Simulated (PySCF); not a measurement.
# UHF on Ru⁺ (ruthenium, charge +1)

Configuration: [Kr] 4d7, high-spin 4F determinant. Calculation: PySCF 2.14, in cc-pVDZ-PP with ECP28MDF; a scalar-relativistic core potential.

```
Total energy             : -93.580830 hartree
One-electron energy      : -160.4804 hartree
Hartree (Coulomb) energy : 76.2846 hartree
Exchange energy          : -9.3850 hartree
⟨S²⟩                     : 3.7548
⟨L²⟩                     : 12.040
Sum of ⟨r⟩               : 20.40 bohr
Sum of ⟨r²⟩              : 33.53 bohr²
Time after the integrals : 0.18 s of wall time on 1 thread of Neoverse-N1 (shared host)
```

```csv
shell,electrons,mean orbital energy (hartree),spread (hartree),"rms radius, mean of both spins (bohr)"
4s α,1,-3.80594,0,1.10
4s β,1,-3.62194,0,1.10
4p α,3,-2.54252,0,1.22
4p β,3,-2.30860,0,1.22
4d α,5,-0.69701,0.03682,1.78
4d β,2,-0.60750,0,1.78
```

Energies and moments cover only the electrons outside the core potential.
